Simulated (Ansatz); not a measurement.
Reaction (formal exchange of groups at a B–Si bond): `C[SiH](F)BS` + `[SiH3][SiH3]` → `[SiH3][SiH2]BS` + `C[SiH2]F`

Computed with Ansatz on PBE0-D4/def2-TZVP structures; ΔE is electronic, products minus reactants. CCSD(T)/CBS adds triple-zeta CCSD(T) − MP2 to the extrapolated MP2 energy (def2 sets, frozen cores). Functionals use def2-TZVPP. B3LYP here is the variant with VWN-RPA as its local correlation; programs differ in this. Each species was taken in one conformer, which may not be the lowest.

Problem. Is it downhill or uphill in electronic energy at CCSD(T)/CBS, and by how much? (Estimate.)

Solution. Computed: Downhill: ΔE = -3.3 kcal/mol.

Problem. What do these levels give: B3LYP-D4, ωB97X-V, ωB97M-V, SCS-MP2/def2-QZVPP, HF/CBS(def2), CCSD/CBS(def2)? (An estimate is asked.)

Solution. The calculation gave: B3LYP-D4 -2.9, ωB97X-V -2.8, ωB97M-V -3.1, SCS-MP2/def2-QZVPP -3.6, HF/CBS(def2) -2.9, CCSD/CBS(def2) -3.1 kcal/mol.

Largest T1 diagnostic among the species: 0.016.
